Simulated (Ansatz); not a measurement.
Basis-set extrapolation for CH5BO2 (`BC(O)O`) (PBE0-D4/def2-TZVP geometry, frozen core, Ansatz 0.2.0). Multiplicity 1, RHF reference.

|  | def2-TZVPP | def2-QZVPP |
| --- | --- | --- |
| HF | -215.233324 | -215.243403 |
| MP2 correlation | -0.766112 | -0.822706 |
| CCSD(T) correlation | -0.820311 | not run |

Energies in hartree. Use E(X) = E(∞) + A·exp(−7.88·√X) for Hartree–Fock and E(X) = E(∞) + B·X^(−2.97) for correlation, with X = 3 and 4, and add CCSD(T) minus MP2 of the smaller set to the MP2 limit.

Question: What is the CCSD(T) energy at the basis-set limit?

Answer: HF limit: -215.243403 + (-0.010079) × 0.13774 = -215.24479. MP2 limit: -0.822706 + (-0.056594) × 0.74074 = -0.86463. Higher-order term: -0.820311 − (-0.766112) = -0.05420. Total: -216.16362 hartree, 2.99 eV below CCSD(T)/def2-TZVPP.
